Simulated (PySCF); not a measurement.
C4H6NO, SMILES O=C1CCC[N]1 (connectivity only; charge and spin as stated), charge -1, multiplicity 1.

The structure is a stationary point at B3LYP-D3(BJ)/def2-SVPD. The multiplicity is an assumed one; no other spin state was optimised. The isomer is the one that the SMILES or the coordinates give; other isomers of the formula were not compared. The values are those of a single conformer.

The numbers are results of B3LYP/def2-SVPD (PySCF), not measurements.

The molecule is in vacuum.

Computed frontier levels, gap, dipole moment and polarisability:
| Property | Value |
|---|---|
| highest occupied level | -0.50 eV |
| lowest empty level | 4.09 eV |
| orbital gap | 4.60 eV |
| dipole moment about the centre of nuclear charge | 6.11 D |
| mean static polarisability | 70.7 bohr³ (10.47 Å³) |
| polarisability, principal values | 54.3, 72.2, 85.6 bohr³ |
